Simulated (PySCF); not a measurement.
PySCF input file for H2MgSe, SMILES [SeH][MgH], C-PCM-PBE0/def2-TZVPD. Coordinates come from a PBE-D3(BJ)/def2-TZVP optimisation.

```python
import numpy as np
from pyscf import gto, scf, dft
from pyscf.solvent import pcm

mol = gto.M(
    atom='''
    Mg   -0.00165765   -1.74406211    0.00000000
    H     0.00595484   -3.44837998   -0.00000001
    Se   -0.04201282    0.69696216   -0.00000000
    H     1.44237287    0.68041202   -0.00000000
    ''',
    basis='def2-TZVPD',
    charge=0,
    spin=0,
    max_memory=1600,
    verbose=3,
)
mf = dft.RKS(mol, xc='pbe0').density_fit(auxbasis='def2-universal-jkfit')
mf.grids.level = 3
mf.conv_tol = 1e-9
mf.max_cycle = 100
mf.kernel()
res = {}
for name, eps in {'water': 78.355, 'acetonitrile': 35.688, 'ethanol': 24.852}.items():
    s = mf.PCM()
    s.with_solvent.method, s.with_solvent.eps, s.with_solvent.lebedev_order = 'C-PCM', eps, 29
    s.kernel(mf.make_rdm1())
    res[name] = (s.e_tot, eps, s.dip_moment(), s.mo_energy, s.converged)
    print(f'{name}: electrostatic solvation free energy {(s.e_tot - mf.e_tot) * 627.509474:.3f} kcal/mol')
```

Log of the run:

```
converged SCF energy = -2602.46689688993

WARN: PCM is an experimental feature. It is still in testing.
Features and APIs may be changed in the future.

converged SCF energy = -2602.48815691867
Dipole moment(X, Y, Z, Debye):  0.65270, -1.69710,  0.00000
water: electrostatic solvation free energy -13.341 kcal/mol

WARN: PCM is an experimental feature. It is still in testing.
Features and APIs may be changed in the future.

converged SCF energy = -2602.48773135761
Dipole moment(X, Y, Z, Debye):  0.64567, -1.68139,  0.00000
acetonitrile: electrostatic solvation free energy -13.074 kcal/mol

WARN: PCM is an experimental feature. It is still in testing.
Features and APIs may be changed in the future.

converged SCF energy = -2602.48739357029
Dipole moment(X, Y, Z, Debye):  0.64013, -1.66901,  0.00000
ethanol: electrostatic solvation free energy -12.862 kcal/mol
```

The run converged.

Cost: roughly 19 core-seconds.
